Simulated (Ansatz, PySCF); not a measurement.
Donor–acceptor adduct: BH3 (SMILES B) (first 4 atoms) with AsH3 (SMILES [AsH3]); geometry from B3LYP-D3(BJ)/def2-TZVP.
(charge 0, multiplicity 1):
```xyz
8

B     -0.0052    -0.0598     0.6296
H     -0.8662     0.7776     0.5787
H     -0.3529    -1.1824     0.3770
H      1.0665     0.2658     0.1928
As     0.3750    -0.1724     2.6825
H     -0.7471    -0.5623     3.6143
H      0.8476     1.0638     3.4090
H      1.4233    -1.1376     3.1811
```

Interaction energies are E(AB) − E(A) − E(B) at the monomers' geometry in the complex; basis-set methods are counterpoise corrected.

Rows in 6-31G* carry no dispersion term and start afresh at each structure (6-31G* with six Cartesian d functions); the Pople sets are all-electron and without relativity. MP2/6-31G* freezes PySCF's default core, which leaves 3d correlated.

The values were computed with Ansatz (a first-principles code) with Gaussian orbitals; PySCF for 6-31G* rows. Values without a source in brackets are computed.

**Question.** One of these levels gives -14.72 kcal/mol for the interaction energy. Which?
A. HF/aug-cc-pVDZ
B. PBE/def2-TZVPPD
C. revPBE/def2-TZVPPD
D. MP2/6-31G*

**Answer.** A, HF/aug-cc-pVDZ. The others give -32.82 (PBE/def2-TZVPPD), -28.55 (revPBE/def2-TZVPPD), -22.16 (MP2/6-31G*)
